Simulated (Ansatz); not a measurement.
# Reading a saddle point

A first-order saddle point of SiHClF2, closed shell, PBE0-D4/def2-TZVP, with one imaginary mode of 975i cm⁻¹:

| atom | x (Å) | y (Å) | z (Å) |
| --- | --- | --- | --- |
| Si1 | 0.0482 | 0.5343 | 0.3687 |
| Cl2 | 0.3380 | -1.2445 | -1.3420 |
| H3 | 0.9683 | 0.1504 | -0.9211 |
| F4 | -1.4881 | 0.8741 | 0.1917 |
| F5 | 0.1337 | -0.3142 | 1.7027 |

Computed with Ansatz 0.2.0 (basis: def2-TZVPP and def2-QZVPP); correlated methods freeze the cores. Extrapolation: Hartree–Fock as exp(−7.88 √X), correlation as X^−2.97.

**Question.** Which contacts change along the imaginary mode, and what lies on either side? (A judgement: the text doesn't fix the answer.)

**Answer.** Computed: The step is SiHClF₂ ([F][SiH]([F])[Cl]) → SiF₂ + HCl, with the molecules in contact on both sides. Shortening one way: Cl2–H3; lengthening the same way: Si1–Cl2, Si1–H3.
```json
{"pair": "Cl2–H3", "one side (Å)": "2.90", "saddle (Å)": "1.59", "other side (Å)": "1.28"}
{"pair": "Si1–Cl2", "one side (Å)": "2.02", "saddle (Å)": "2.48", "other side (Å)": "3.13"}
{"pair": "Si1–H3", "one side (Å)": "1.46", "saddle (Å)": "1.63", "other side (Å)": "3.45"}
```

**Question.** Which side is lower, and how far does the saddle lie above each? (Judge from chemistry; the value comes from the calculation.)

**Answer.** The calculation gives: The side with Si1–Cl2, Si1–H3 short is lower by 57.68 kcal/mol; the saddle lies 78.21 kcal/mol above it and 20.53 kcal/mol above the other (CCSD(T) at an estimated basis limit (MP2 extrapolated from triple and quadruple zeta, plus CCSD(T) − MP2 in triple zeta); electronic energies).

The T1 diagnostic stays at or below 0.015. The restricted Hartree–Fock reference is unstable towards an unrestricted one at one or more of these structures.

Losses and insertions of silylenes and their heavier kin drive the gas-phase chemistry of silicon and germanium vapour deposition.

Labels in which every atom is bracketed show which atoms are joined, not bond orders.

For scale, one of the runs: CCSD(T)/def2-TZVPP, 160 basis functions, launched by `ansatz run in.yaml --threads 2 --pin off --events-out ev --progress --plain --max-ram 4352MiB`. The run took 13 s on 2 CPU threads of an Intel Xeon 6975P-C (shared host), with 1.2 GiB of host memory at its peak.
